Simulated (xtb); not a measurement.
xtb input (GFN2-xTB):

```bash
xtb mol.xyz --gfn 2 --ohess tight --chrg 0 --uhf 0
```
mol.xyz:
```
5

Cl    -0.30211322    -1.30648252     1.91952483
Si    -0.01410004    -0.16810766     0.25230997
Br    -1.66441093    -0.58444222    -1.19363038
Br     1.87714705    -0.63532191    -0.68750096
Br    -0.05153472     1.96153435     0.80889391
```

Output:

```
           -------------------------------------------------
          |                Calculation Setup                |
           -------------------------------------------------

           -------------------------------------------------
          |                 G F N 2 - x T B                 |
           -------------------------------------------------

        Reference                      10.1021/acs.jctc.8b01176
      * Hamiltonian:
        H0-scaling (s, p, d)           1.850000    2.230000    2.230000
        zeta-weighting                 0.500000
      * Dispersion:
        s8                             2.700000
        a1                             0.520000
        a2                             5.000000
        s9                             5.000000
      * Repulsion:
        kExp                           1.500000    1.000000
        rExp                           1.000000
      * Coulomb:
        alpha                          2.000000
        third order                    shell-resolved
        anisotropic                    true
        a3                             3.000000
        a5                             4.000000
        cn-shift                       1.200000
        cn-exp                         4.000000
        max-rad                        5.000000

          ...................................................
          :                      SETUP                      :
          :.................................................:
          :  # basis functions                  50          :
          :  # atomic orbitals                  45          :
          :  # shells                           15          :
          :  # electrons                        32          :
          :  max. iterations                   250          :
          :  Hamiltonian                  GFN2-xTB          :
          :  restarted?                      false          :
          :  GBSA solvation                  false          :
          :  PC potential                    false          :
          :  electronic temp.          300.0000000     K    :
          :  accuracy                    1.0000000          :
          :  -> integral cutoff          0.2500000E+02      :
          :  -> integral neglect         0.1000000E-07      :
          :  -> SCF convergence          0.1000000E-05 Eh   :
          :  -> wf. convergence          0.1000000E-03 e    :
          :  Broyden damping             0.4000000          :
          :  net charge                          0          :
          :  unpaired electrons                  0          :
          ...................................................

 iter      E             dE          RMSdq      gap      omega  full diag
   1    -18.4597089 -0.184597E+02  0.912E+00    6.90       0.0  T
   2    -18.4753366 -0.156277E-01  0.784E+00    5.17       1.0  T
   3    -18.6803838 -0.205047E+00  0.378E+00    6.45       1.0  T
   4    -18.6884108 -0.802695E-02  0.279E+00    5.63       1.0  T
   5    -18.7151888 -0.267780E-01  0.145E+00    5.99       1.0  T
   6    -18.7058648  0.932402E-02  0.169E+00    6.30       1.0  T
[...]

      molecular mass/u    :      303.2490196
   center of mass at/Å    :        0.0106033       0.0354343      -0.0441270
  moments of inertia/u·Å² :        0.7528820E+03   0.7536060E+03   0.1001614E+04
rotational constants/cm⁻¹ :        0.2239080E-01   0.2236929E-01   0.1683046E-01

 * 4 selected distances

     #   Z          #   Z                                           value/Å
     1  17 Cl       2  14 Si                                      2.0055164 (min)
     2  14 Si       3  35 Br                                      2.2035489
     2  14 Si       4  35 Br                                      2.2035790 (max)
     2  14 Si       5  35 Br                                      2.2035054

 * 2 distinct bonds (by element types)

   Z      Z             #   av. dist./Å        max./Å        min./Å
  14 Si  17 Cl          1     2.0055164     2.0055164     2.0055164
  14 Si  35 Br          3     2.2035444     2.2035790     2.2035054

           -------------------------------------------------
          |               Frequency Printout                |
           -------------------------------------------------
 projected vibrational frequencies (cm⁻¹)
eigval :       -0.00    -0.00     0.00     0.00     0.00     0.00
eigval :       81.06    81.20   124.04   130.41   130.59   276.12
eigval :      468.17   468.33   548.18
 reduced masses (amu)
   1: 74.74   2: 73.04   3: 65.80   4: 63.49   5: 76.63   6: 70.54   7: 70.17   8: 70.17
   9: 62.50  10: 58.63  11: 58.62  12: 59.62  13: 37.24  14: 37.24  15: 31.31
 IR intensities (km·mol⁻¹)
   1:  0.68   2:  0.03   3:  0.67   4:  0.25   5:  0.46   6:  1.03   7:  5.14   8:  5.18
   9: 40.40  10: 21.85  11: 21.24  12:  1.34  13: 35.33  14: 35.21  15:107.50
Molecule has the following symmetry elements: (C3) 3*(sigma)
It seems to be the C3v point group
 Raman intensities (Ä⁴*amu⁻¹)
   1:  0.00   2:  0.00   3:  0.00   4:  0.00   5:  0.00   6:  0.00   7:  0.00   8:  0.00
   9:  0.00  10:  0.00  11:  0.00  12:  0.00  13:  0.00  14:  0.00  15:  0.00
 output can be read by thermo (or use thermo option).
 writing <g98.out> molden fake output.
 recommended (thermochemical) frequency scaling factor: 1.0
           -------------------------------------------------
          |             Thermodynamic Functions             |
           -------------------------------------------------

c3v symmetry found (for desy threshold:  0.10E+00) used in thermo

          ...................................................
          :                      SETUP                      :
          :.................................................:
          :  # frequencies                           9      :
          :  # imaginary freq.                       0      :
          :  linear?                             false      :
          :  only rotor calc.                    false      :
          :  symmetry                              c3v      :
          :  rotational number                       3      :
          :  scaling factor                  1.0000000      :
          :  rotor cutoff                   50.0000000 cm⁻¹ :
          :  imag. cutoff                  -20.0000000 cm⁻¹ :
          :.................................................:

    mode    ω/cm⁻¹     T·S(HO)/kcal·mol⁻¹    T·S(FR)/kcal·mol⁻¹   T·S(vib)
   ------------------------------------------------------------------------
       1     81.06    -1.15238 ( 87.35%)    -0.91335 ( 12.65%)    -1.12215
       2     81.20    -1.15133 ( 87.43%)    -0.91282 ( 12.57%)    -1.12135
       3    124.04    -0.90531 ( 97.43%)    -0.78734 (  2.57%)    -0.90227
       4    130.41    -0.87657 ( 97.88%)    -0.77252 (  2.12%)    -0.87437
       5    130.59    -0.87575 ( 97.90%)    -0.77209 (  2.10%)    -0.87357
       6    276.12    -0.46439 ( 99.89%)    -0.55030 (  0.11%)    -0.46448
   ------------------------------------------------------------------------

   temp. (K)  partition function   enthalpy   heat capacity  entropy
                                   cal/mol     cal/K/mol   cal/K/mol   J/K/mol
 298.15  VIB   177.                 2966.446     14.893     20.005
         ROT  0.607E+06              888.752      2.981     29.444
         INT  0.107E+09             3855.199     17.874     49.449
         TR   0.511E+28             1481.254      4.968     43.005
         TOT                        5336.4526    22.8419    92.4543   386.8289

       T/K    H(0)-H(T)+PV         H(T)/Eh          T*S/Eh         G(T)/Eh
   ------------------------------------------------------------------------
    298.15    0.850418E-02    0.137625E-01    0.439280E-01   -0.301656E-01
   ------------------------------------------------------------------------

         :::::::::::::::::::::::::::::::::::::::::::::::::::::
         ::                  THERMODYNAMIC                  ::
         :::::::::::::::::::::::::::::::::::::::::::::::::::::
         :: total free energy         -18.719513761336 Eh   ::
         ::.................................................::
         :: total energy              -18.689348184493 Eh   ::
         :: zero point energy           0.005258275302 Eh   ::
         :: G(RRHO) w/o ZPVE           -0.035423852145 Eh   ::
         :: G(RRHO) contrib.           -0.030165576842 Eh   ::
         :::::::::::::::::::::::::::::::::::::::::::::::::::::

optimized geometry written to: xtbopt.xyz

           -------------------------------------------------
          | TOTAL ENERGY              -18.689348184493 Eh   |
          | TOTAL ENTHALPY            -18.675585730640 Eh   |
          | TOTAL FREE ENERGY         -18.719513761336 Eh   |
          | GRADIENT NORM               0.000062948533 Eh/α |
          | HOMO-LUMO GAP               6.328874745344 eV   |
           -------------------------------------------------

------------------------------------------------------------------------
Note: The following floating-point exceptions are signalling: IEEE_UNDERFLOW_FLAG IEEE_DENORMAL
normal termination of xtb
------------------------------------------------------------------------
 total:
 SCF:
 ANC optimizer:
 analytical hessian:
```
